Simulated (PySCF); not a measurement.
Geometry:
| atom | x (Å) | y (Å) | z (Å) |
| --- | --- | --- | --- |
| C1 | -1.375 | 1.605 | -0.495 |
| C2 | -1.092 | 0.338 | -0.235 |
| C3 | -2.104 | -0.662 | 0.230 |
| C4 | 0.283 | -0.204 | -0.424 |
| Cl5 | 0.326 | -1.212 | -1.915 |
| C6 | 1.494 | 0.581 | -0.059 |
| C7 | 2.431 | -0.574 | 0.069 |
| Cl8 | 3.836 | -0.347 | 1.096 |
| C9 | 1.102 | -0.633 | 0.744 |
| H10 | -2.371 | 1.992 | -0.370 |
| H11 | -0.630 | 2.297 | -0.848 |
| H12 | -2.138 | -1.503 | -0.462 |
| H13 | -1.829 | -1.052 | 1.209 |
| H14 | -3.091 | -0.212 | 0.291 |
| H15 | 1.637 | 1.615 | 0.167 |
| H16 | 2.663 | -1.210 | -0.775 |
| H17 | 0.851 | -0.807 | 1.768 |

- PBE0/pcSseg-1 with gauge-including orbitals
- geometry: GFN2-xTB
- code: PySCF 2.14.0 with density-fitted response routines
- no solvent, one computed conformer, relativity neglected, averaged over atoms made equivalent by symmetry, fast rotation or ring inversion

Scale: TMS for ¹³C (186.93 ppm) (reference shieldings calculated alike).

Do the ¹³C shifts follow the atomic charges (in e)? Tabulate both.

Answers


| atoms | hybridisation | δ (ppm) | σ para (ppm) | Hirshfeld | IAO | Mulliken | ESP-fitted |
| --- | --- | --- | --- | --- | --- | --- | --- |
| C2 | sp2 | 152.3 | -223 | +0.01 | +0.02 | -0.33 | +0.29 |
| C1 | sp2 | 121.4 | -187 | -0.10 | -0.31 | -0.02 | -0.57 |
| C4 | sp3 | 77.6 | -137 | +0.04 | +0.03 | -0.31 | -0.05 |
| C7 | sp3 | 51.5 | -121 | -0.01 | -0.11 | -0.15 | -0.13 |
| C6/C9 | sp3 | 25.9 | -87 | -0.05 | -0.14 | +0.05 | -0.14 |
| C3 | sp3 | 23.6 | -81 | -0.12 | -0.42 | -0.12 | -0.48 |

Correlation coefficients of δ with charge over these carbons: Hirshfeld +0.31, IAO +0.39, Mulliken -0.51, ESP-fitted +0.37; with the paramagnetic shielding -1.00. Among the 4 sp3 carbons alone: Hirshfeld +0.93, IAO +0.82, Mulliken -0.86, ESP-fitted +0.70. With so few points, grouped by hybridisation, these coefficients are fragile. Charge is one influence among several: hybridisation and low-lying excitations act through the paramagnetic term.

Carbons that carry Cl, above all several Cl atoms, come out too deshielded, partly because spin–orbit coupling is missing. Shifts are as computed. Against solution values, carbons near 30 ppm lie about +3 ppm off and those near 130 ppm about +5 ppm; carbons on Cl a further +6 ppm. Of 1211 compounds with measured shifts, 218 miss one by over three times the rms of a fit or turn the order of signals round; such compounds aren't used in these exercises.
